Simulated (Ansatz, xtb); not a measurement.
Species: ScO, net charge 0, doublet state. The spin state was set by rule; other spins were not relaxed. 
Geometry from a B3LYP-D3(BJ)/def2-TZVP (Ansatz, a program for electronic structure) optimisation:
SMILES: [O]=[Sc]
```xyz
2

Sc     0.0000     0.0000    -0.4583
O      0.0000     0.0000     1.2031
```
Charge 0, spin multiplicity 2.

Harmonic wavenumbers from GFN2-xTB (xtb, at its own minimum), cm⁻¹: 617.

Give the harmonic wavenumbers at B3LYP-D3(BJ)/def2-TZVP (Ansatz, finite differences of forces, unscaled).

1005 cm⁻¹. Zero-point energy 1.4 kcal/mol.

From these and the geometry, give the ideal-gas thermochemistry at 298.15 K and 1 atm (rigid rotor, harmonic oscillator).

Point group C∞v, rotational symmetry number 1. Rotational constants 15.52, 15.52 GHz. S(trans) 38.24, S(rot) 13.90, S(vib) 0.09, S(elec, spin only) 1.38, S 53.6 cal/(mol K). H(298) - H(0) 2.10 kcal/mol; G - E(el) -12.5 kcal/mol.
